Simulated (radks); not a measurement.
The numbers below are computed, except where a source is named.
B III, 3 electrons, occupied as [He] 2s1 (the NIST ground configuration). Level of theory: non-relativistic Kohn-Sham, PBE, spin-polarised, spherical densities, point nucleus; open shells are filled with parallel spins first (a radial shooting solver on a logarithmic mesh with Libxc functionals).

Unscreened Slater integrals over Kohn-Sham orbitals (cm^-1). They are taken over the spin-up orbitals. Empty in this configuration: 2p.

| integral | value |
|---|---|
| F0(2s,2s) | 122170 |
| F0(2s,1s) | 170520 |
| G0(2s,1s) | 14044 |
| F0(2s,2p) | 123840 |
| G1(2s,2p) | 76811 |
| F0(1s,1s) | 631450 |
| F0(1s,2p) | 174400 |
| G1(1s,2p) | 20322 |
| F0(2p,2p) | 126670 |
| F2(2p,2p) | 60298 |
